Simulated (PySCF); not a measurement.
## From a computed spectrum to the compound

A species of 4 atoms with charge 2 has these harmonic modes (BP86, small Gaussian bases with core potentials, PySCF 2.14.0):

```json
{"cm⁻¹": "630", "km/mol": "0.3", "symmetry": "a1"}
{"cm⁻¹": "634", "km/mol": "21.5", "symmetry": "b2"}
{"cm⁻¹": "672", "km/mol": "262.3", "symmetry": "b1"}
{"cm⁻¹": "1413", "km/mol": "59.5", "symmetry": "a1"}
{"cm⁻¹": "3210", "km/mol": "545.5", "symmetry": "a1"}
{"cm⁻¹": "3300", "km/mol": "268.3", "symmetry": "b2"}
```

(1) Which species is it, and in which structure?

Answers

(1) [Bi(NH2)]2+ (singlet):
```xyz
4

Bi    0.0000    0.0000   -0.1515
N     0.0000    0.0000    1.9013
H     0.8612    0.0000    2.5020
H    -0.8612    0.0000    2.5020
```
Ideal gas at 298.15 K and 1 bar: S = 260.8 J/(mol K), Cp = 45.5 J/(mol K), H − H(0 K) = 11.0 kJ/mol (rigid rotor, harmonic modes, spin degeneracy alone). 
 Other answers can fit too; this one was computed.
